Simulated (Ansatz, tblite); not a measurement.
Cost and result up the ladder for PbH4 (H₄Pb) (5 atoms). Charge 0, multiplicity 1. Geometry: PBE0-D4/def2-TZVP.

```xyz
5

Pb    0.000    0.000    0.000
H     0.824    1.542    0.037
H     1.130   -1.253   -0.460
H    -1.305    0.063   -1.162
H    -0.648   -0.353    1.585
```

Ansatz on 4 threads of Intel Xeon on a shared host; xTB runs through tblite on one thread. Times are rough, summed over both states, and most runs start from the orbitals of an earlier one. PBE0-D4/def2-TZVP serves as the yardstick here, not as an exact answer. The other state is a triplet.

In the def2 sets Pb takes a core potential; there is no spin–orbit coupling. The xTB rows come from tblite.

xTB has no spin-polarisation term.

| level | functions | wall time | vertical triplet (eV) | difference from PBE0-D4/def2-TZVP (eV) |
| --- | --- | --- | --- | --- |
| GFN2-xTB | 8 | 0.005 s | 5.49 | -0.68 |
| GFN1-xTB | 12 | 0.018 s | 8.67 | 2.50 |
| PBE-D4/def2-TZVP | 74 | 8.2 s | 5.94 | -0.23 |
| PBE0-D4/def2-TZVP (with forces) | 74 | 11 s | 6.17 | 0.00 |
| r2SCAN-D4/def2-TZVP | 74 | 12 s | 6.05 | -0.13 |
